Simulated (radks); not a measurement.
Results of a calculation; reference values are marked as such.
Be, configuration 1s1 2s2 3s1 (not the ground configuration). Level of theory: scalar-relativistic Kohn-Sham, PW91, spin-polarised, spherical densities, point nucleus; open shells are filled with parallel spins first (a radial shooting solver on a logarithmic mesh with Libxc functionals).

Unscreened Slater integrals over Kohn-Sham orbitals (eV). They are taken over the spin-up orbitals.

| integral | value |
|---|---|
| F0(3s,3s) | 3.7540 |
| F0(3s,2s) | 4.8347 |
| G0(3s,2s) | 0.24432 |
| F0(3s,1s) | 5.2247 |
| G0(3s,1s) | 0.11571 |
| F0(2s,2s) | 12.896 |
| F0(2s,1s) | 18.094 |
| G0(2s,1s) | 1.4381 |
| F0(1s,1s) | 67.047 |
